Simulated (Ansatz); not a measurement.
The same ligand exchange along the group Ti, Zr, Hf.

Computed with Ansatz on PBE0-D4/def2-TZVP structures; ΔE is electronic, products minus reactants. CCSD(T)/CBS adds triple-zeta CCSD(T) − MP2 to the extrapolated MP2 energy (def2 sets, frozen cores). This one scheme is used for every species. Functionals use def2-TZVPP. def2 core potentials past Kr. For Hf, Ti, Zr outer-core shells are correlated without core-valence functions, which leaves a few kJ/mol of doubt a bond. Scalar relativity is left out up to krypton.

```json
{"reaction": "`[F][Ti]([F])([Cl])[Cl]` + H–F → `[F][Ti]([F])([F])[Cl]` + HCl", "RPA@PBE/def2-TZVPP (kJ/mol)": "-23", "CCSD(T)/CBS(def2) (kJ/mol)": "-12"}
{"reaction": "`[F][Zr]([F])([Cl])[Cl]` + H–F → `[F][Zr]([F])([F])[Cl]` + HCl", "RPA@PBE/def2-TZVPP (kJ/mol)": "-20", "CCSD(T)/CBS(def2) (kJ/mol)": "-13"}
{"reaction": "`[F][Hf]([F])([Cl])[Cl]` + H–F → `[F][Hf]([F])([F])[Cl]` + HCl", "RPA@PBE/def2-TZVPP (kJ/mol)": "-21", "CCSD(T)/CBS(def2) (kJ/mol)": "-14"}
```

Largest T1 diagnostic: 0.024, for `[F][Ti]([F])([Cl])[Cl]`.
